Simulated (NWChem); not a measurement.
System: SiH$_{2}$S, singlet; SMILES [SiH]S

```xyz
4

Si     0.1026     1.1693     0.0000
H     -1.4425     1.2511     0.0000
S     -0.0635    -0.9728     0.0000
H      1.2740    -1.2557     0.0000
```
Atoms are numbered in this order, from 1.

Level: PBE-D3(BJ)/def2-SVP (NWChem), optimised geometry, unscaled harmonic frequencies. Low-valent species are run as closed-shell singlets; no triplet was tried in these runs.

```csv
frequency (cm⁻¹),IR intensity (km/mol)
499,28.5
611,19.1
639,1.8
887,32.4
1969,220.8
2579,1.2
```

```yaml
zero_point_energy: 10.3 kcal/mol
thermal correction to the enthalpy at 298.15 K (with zero-point energy): 13.0 kcal/mol
heat capacity Cv: 9.7 cal/(mol K)
entropy at 298.15 K and 1 atm (symmetry number 1): 61.4 cal/(mol K)
dipole_moment: 0.80 D
```

Rigid rotor and harmonic oscillator.
